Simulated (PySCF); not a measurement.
**Telling isomers of C₆H₁₁BO₂ apart by NMR**

One computed conformer, relativity neglected, no solvent model, averaged over atoms made equivalent by symmetry, fast rotation or ring inversion. Coordinates at the PBE0-D3(BJ)/def2-SVP level; shielding tensors at PBE0/pcSseg-1 (GIAO); PySCF.

Scale: 1H, 13C vs TMS (reference shieldings calculated alike). Where no couplings were computed, multiplicities follow the n + 1 count of equivalent neighbours, and m marks all less simple cases (inequivalent or close neighbours, rings, F or P nearby). Couplings to H on boron are left out. Carbons bonded to boron are broad in practice. Shifts are as computed. Against solution values, carbons near 30 ppm lie about +2 ppm off and those near 130 ppm about +5 ppm. Of 1309 compounds with measured shifts, 239 miss one by over three times the rms of a fit or turn the order of signals round; such compounds aren't used in these exercises. OH and NH positions are gas-phase values without hydrogen bonding to other molecules.

(1) Tabulate the signals of `CC(C)C1=[O+][BH2-]OC=C1`, `C=C(C)C1COBOC1`, `CC(C)(C)C#CB(O)O`, `C=CCC1COBOC1` and their relative energies.

(2) What is the quickest way to tell C=C(C)C1COBOC1 from C=CCC1COBOC1?

(3) What is the quickest way to tell CC(C)C1=[O+][BH2-]OC=C1 from C=CCC1COBOC1?

(4) What is the quickest way to tell CC(C)C1=[O+][BH2-]OC=C1 from C=C(C)C1COBOC1?

Answers

(1) 
| SMILES | carbon types | δC | δH | E rel. (kcal/mol) |
| --- | --- | --- | --- | --- |
| CC(C)C1=[O+][BH2-]OC=C1 | 1×C 3×CH 2×CH3 | 207.6, 185.6, 101.8, 40.0, 21.7 | 7.68 (d, 1H), 5.54 (d, 1H), 3.72 (br, 2H), 2.30 (sept, 1H), 1.14 (d, 6H) | 18.9 |
| C=C(C)C1COBOC1 | 1×C 1×CH 3×CH2 1×CH3 | 151.3, 117.5, 66.5, 44.3, 25.7 | 5.16 (br s, 1H), 4.77 (br s, 1H), 4.12 (br, 1H), 4.04 (m, 2H), 3.65 (m, 2H), 2.08 (m, 1H), 1.85 (s, 3H) | 0.4 |
| CC(C)(C)C#CB(O)O | 3×C 3×CH3 | 115.9, 83.7, 32.5, 28.3 | 2.83 (br s, 2H), 1.21 (s, 9H) | 0.0 |
| C=CCC1COBOC1 | 2×CH 4×CH2 | 143.6, 125.7, 67.4, 39.7, 37.2 | 6.01 (m, 1H), 5.47 (m, 1H), 5.41 (m, 1H), 4.10 (br, 1H), 3.96 (m, 2H), 3.50 (m, 2H), 1.71 (m, 2H), 1.61 (m, 1H) | 2.6 |

Energies are electronic energies at PBE0/pcSseg-1 on these geometries, without zero-point or thermal terms, each for the one conformer computed, which needn't be the lowest.

(2) Both give the same number of carbon signals, but DEPT or the intensities differ. The first has a fully substituted alkene carbon (C) at 151.3 ppm, the second an alkene CH at 143.6 ppm. In the proton spectra the most deshielded non-exchanging signals are 5.16 (br s, 1H) and 6.01 (m, 1H).

(3) Both give the same number of carbon signals, but DEPT or the intensities differ. The first has a ketone carbonyl carbon (C) at 207.6 ppm, the second a terminal =CH2 carbon at 125.7 ppm. Their most deshielded carbons lie at 207.6 and 143.6 ppm. In the proton spectra the most deshielded non-exchanging signals are 7.68 (d, 1H) and 6.01 (m, 1H).

(4) Both give the same number of carbon signals, but DEPT or the intensities differ. The first has an alkene carbon bearing oxygen (CH) at 185.6 ppm, the second a terminal =CH2 carbon at 117.5 ppm. Their most deshielded carbons lie at 207.6 and 151.3 ppm. In the proton spectra the most deshielded non-exchanging signals are 7.68 (d, 1H) and 5.16 (br s, 1H).
